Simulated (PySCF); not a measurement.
Coordinates in bohr (charge 0 multiplicity 1):
```
Na    2.6703    0.0000    0.0000
Na   -2.6703    0.0000    0.0000
F     0.0000    2.8601    0.0000
F     0.0000   -2.8601    0.0000
```

These are results of PBE0/[Na def2-TZVP, F def2-TZVP], no relativity, density fitting, PySCF, not measurements.

This geometry of Na2F2 is a stationary point at this level.

What is the point group?

D2h.

Is it a minimum?

Yes: all harmonic wavenumbers are real.

Which band is strongest in the infrared?

368 cm⁻¹ (b2u), 145 km/mol.

What are the dipole moment and the gap between the highest occupied and lowest empty levels?

0.00 D and 6.98 eV.

Give the ideal-gas entropy at 298.15 K and 1 bar by parts.

translation 164.1, rotation 95.9, vibration 38.4, spin 0.0; total 298.4 J/(mol K).

Only a few start shapes were tried, so a lower isomer may exist.
